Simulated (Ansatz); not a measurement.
CH3BF, SMILES `C[B-]F` (lower singlet) (charge -1, multiplicity 1). This singlet lies 1.11 eV below the relaxed triplet at the level frozen-core CCSD(T)/aug-cc-pVDZ // B3LYP-D3(BJ)/def2-TZVPD (Ansatz, an electronic-structure program).

Method: B3LYP/aug-cc-pVTZ // B3LYP-D3(BJ)/def2-TZVPD (Ansatz).

Ansatz 0.2 input:
```yaml
crystal:
  periodic: [false, false, false]
  atoms:
    - { symbol: C, position_ang: [-0.467738, 0.08128, -0.034513] }
    - { symbol: B, position_ang: [1.05033, 0.60386, -0.119645] }
    - { symbol: F, position_ang: [1.883431, -0.460439, 0.160995] }
    - { symbol: H, position_ang: [-0.599277, -0.768496, -0.729091] }
    - { symbol: H, position_ang: [-0.653766, -0.299291, 0.986262] }
    - { symbol: H, position_ang: [-1.21298, 0.843086, -0.264008] }
basis:
  gaussian: { orbitals: aug-cc-pVTZ }
hamiltonian:
  xc: b3lyp
total_charge: -1
```

Output:

```
Functional definition: B3LYP
830 factors; their error is unknown
mean field evaluation 1: about -4474.7028 eV, gradient 5.5e1 eV
mean field evaluation 2: about -4458.1939 eV, gradient 9.2e1 eV
mean field evaluation 4: about -4480.8030 eV, gradient 8.3e0 eV
mean field evaluation 8: about -4481.0321 eV, gradient 1.7e-1 eV
mean field evaluation 16: about -4481.0171 eV, gradient 1.8e-4 eV
mean field -4481.01714779 eV, -164.6743428386 hartree, gradient 3.0e-5 eV, S^2 0.000000; 0 other end points of the search recorded, 0 dependent functions left out
reference -4481.01733743 eV, -164.6743498080 hartree; 12, 12 occupied and 195, 195 virtual orbitals, 830 factors
Total energy: -4481.01733743 eV, -164.6743498080 hartree
```
